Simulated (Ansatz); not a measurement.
Spin states of FOV (SMILES [O]=[V][F]), each relaxed with B3LYP-D3(BJ)/def2-TZVP.
State 1 (charge 0, multiplicity 3):
```json
[
 {"atom": "V", "x (Å)": "0.1918", "y (Å)": "-0.1332", "z (Å)": "0.2235"},
 {"atom": "O", "x (Å)": "1.2694", "y (Å)": "-0.2399", "z (Å)": "-0.9480"},
 {"atom": "F", "x (Å)": "-1.4944", "y (Å)": "0.4205", "z (Å)": "0.6542"}
]
```
State 2 (charge 0, multiplicity 1):
```json
[
 {"atom": "V", "x (Å)": "0.2009", "y (Å)": "-0.1420", "z (Å)": "0.2422"},
 {"atom": "O", "x (Å)": "1.2479", "y (Å)": "-0.2313", "z (Å)": "-0.9481"},
 {"atom": "F", "x (Å)": "-1.4819", "y (Å)": "0.4207", "z (Å)": "0.6356"}
]
```

Singlets are restricted, other states unrestricted; no spin–orbit coupling, no relativity up to Kr; see below for the cores. The largest T1 diagnostic is 0.076.

The values were computed with Ansatz (an electronic-structure program) with Gaussian orbitals. Each number belongs to the level named beside it.

**Question.** Predict the energy of the multiplicity-1 state less that of the multiplicity-3 state from PBE/def2-TZVPP.

**Answer.** 24.8 kcal/mol
